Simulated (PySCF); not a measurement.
## How methods differ on the ionisation energy of Mn²⁺

Mn²⁺ [Ar] 3d5 (6S) → Mn³⁺ [Ar] 3d4 (5D), as a difference of total energies. All numbers are calculated (PySCF 2.14, no relativity, point nucleus, in aug-cc-pVDZ). Correlated levels: valence: [Ar] frozen. The calculations carry no spin-orbit coupling.

```json
{"method": "UHF", "ionisation energy (eV)": "32.750"}
{"method": "M06-2X", "ionisation energy (eV)": "33.798"}
{"method": "LDA", "ionisation energy (eV)": "34.788"}
{"method": "MP2 (valence)", "ionisation energy (eV)": "33.518"}
{"method": "SCS-MP2 (valence)", "ionisation energy (eV)": "33.006"}
```

How much does correlation contribute at MP2 (valence)?

33.518 − (32.750) = 0.768 eV, measured against UHF.

These non-relativistic numbers lack the scalar-relativistic shift.

The reference lies between the lowest fine-structure levels, while these numbers refer to the centres of the terms.

Errors of the correlated levels include the incompleteness of this basis and the frozen core.

For comparison: 33.668 ± 0.012 eV (measured; NIST Atomic Spectra Database, ionization energies).
